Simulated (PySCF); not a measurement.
# Correlation energy of Ir³⁺ (iridium, charge +3)

[Xe] 4f14 5d6, high-spin 5D determinant. Calculation: PySCF 2.14, in x2c-TZVPPall (11s7p7d3f1g, 97 functions); the spin-free X2C one-electron Hamiltonian (Gaussian nucleus). Frozen: [Kr] 4d10 4f14; 14 electrons correlated.

MP2 pair energies summed by pair of shells (mhartree):

| pair | energy | share (%) |
| --- | --- | --- |
| 5p-5d | -129.99 | 42.1 |
| 5d-5d | -88.06 | 28.5 |
| 5p-5p | -50.04 | 16.2 |
| 5s-5p | -20.05 | 6.5 |
| 5s-5d | -17.49 | 5.7 |
| 5s-5s | -3.25 | 1.1 |

Total MP2 correlation energy: -308.89 mhartree.

Same-spin part -105.25 and opposite-spin part -203.64 mhartree; SCS-MP2 scales them by 1/3 and 6/5 to -279.45 mhartree.

This basis was not built for core-valence correlation, so the inner-shell part is incomplete.
